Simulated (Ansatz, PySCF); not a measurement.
The pair A = CH3Cl (SMILES CCl) (first 5 atoms), B = CH2O (SMILES C=O); geometry from B3LYP-D3(BJ)/def2-TZVP.
(charge 0, multiplicity 1):
```xyz
9

C      0.9799     0.4851    -0.2019
Cl     1.1656    -1.2502     0.2343
H      0.1670     0.5643    -0.9167
H      0.7555     1.0359     0.7065
H      1.9143     0.8208    -0.6403
C      0.5857    -0.3953     3.2316
O      0.4341     0.7853     3.0639
H     -0.2574    -1.1081     3.1795
H      1.5754    -0.8337     3.4543
```

Correlated levels freeze the cores. CBS: X⁻³ extrapolation of the correlation energy, Hartree–Fock from the larger set. MP2 and its Hartree–Fock in aug-cc-pV(T+d)Z are density fitted.

Codes used: Ansatz (a program for electronic structure) with Gaussian orbitals; PySCF for the dispersion terms. Each number belongs to the level named beside it.

The monomers are drawn apart, rigid, along the line of their centres of mass. Counterpoise-corrected interaction energies (kcal/mol):

```json
[
 {"level": "PBE/def2-TZVPPD", "R = 4.194 Å": "-1.3597", "R = 5.151 Å": "-0.5992"},
 {"level": "PBE-D3(BJ)/def2-TZVPPD", "R = 4.194 Å": "-1.8812", "R = 5.151 Å": "-0.7797"},
 {"level": "wB97M-V/def2-TZVPPD", "R = 4.194 Å": "-1.7497", "R = 5.151 Å": "-0.7836"},
 {"level": "MP2/CBS(aug-cc-pV(D+d)Z, aug-cc-pV(T+d)Z) + ΔCCSD(T)/aug-cc-pV(D+d)Z", "R = 4.194 Å": "-1.7267", "R = 5.151 Å": "-0.7473"}
]
```

Q: R is the distance of the centres of mass. Find the local exponent m of E ∝ R⁻ᵐ between the two points.

A: 
m = ln(E₁/E₂)/ln(R₂/R₁): PBE/def2-TZVPPD 4.0; PBE-D3(BJ)/def2-TZVPPD 4.3; wB97M-V/def2-TZVPPD 3.9; MP2/CBS(aug-cc-pV(D+d)Z, aug-cc-pV(T+d)Z) + ΔCCSD(T)/aug-cc-pV(D+d)Z 4.1. For scale, two fixed dipoles give m = 3, dipole and quadrupole 4, quadrupoles 5, and dispersion or dipole-induced dipole 6 at long range; at these distances several terms mix, and what is left of overlap and damping shifts m, so it need not match one of them.
